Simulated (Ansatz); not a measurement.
Born–Oppenheimer molecular dynamics of CH7GaO (10 atoms, charge 0, multiplicity 1). It starts at the highest image of a converged band. Of that band: The profile has 2 maxima (images 2, 5) with wells between them (image 3): this band takes more than one step, which may be the mechanism or a detour left from its start path. A vibrational analysis at the climbing image gives one clearly imaginary mode, 1042i cm⁻¹: a first-order saddle point.

The calculation used Ansatz 0.2.0, RKS r2SCAN-D4/def2-SVP.

- ensemble: NVE (velocity Verlet)
- time step: 0.5 fs
- steps asked: 200
- starting velocities drawn for: 100 K
- seed: 10119

First frame:

```xyz
10
Properties=species:S:1:pos:R:3
Ga 0.098 -1.495 0.246
H 1.290 -1.013 -1.074
H -1.282 -1.709 -0.439
H 0.880 -2.355 1.272
H 1.123 -0.199 -0.565
O 0.499 0.408 0.464
C -0.453 1.382 0.097
H -1.322 1.360 0.780
H 0.002 2.385 0.154
H -0.833 1.234 -0.935
```

How far do the bonds stretch over the last three quarters of this one trajectory? (Pairs bonded in most of those frames.)


```tsv
bond	mean (Å)	spread (Å)	shortest	longest
Ga1–H2	1.587	0.052	1.51	1.75
Ga1–H3	1.582	0.032	1.52	1.64
Ga1–H4	1.582	0.016	1.55	1.61
H5–O6	0.979	0.029	0.94	1.08
O6–C7	1.435	0.023	1.40	1.48
C7–H8	1.101	0.006	1.09	1.11
C7–H9	1.103	0.015	1.08	1.13
C7–H10	1.100	0.012	1.08	1.12
```

Mean temperature of the second half: 457 K. The conserved energy stayed within 0.094 meV per atom of its start (net change 0.056 meV per atom), so the integration is sound. The system heated up, since it started high on the potential surface and ran downhill. A run of 0.1 ps of so small a system gives no equilibrium averages. The orbitals stay closed-shell, which can raise the energy where a bond breaks towards radicals; this wasn't checked here.

Run time: 7.8 min on 2 threads of Arm Neoverse V2, with other jobs on the host, peak memory 0.15 GiB.
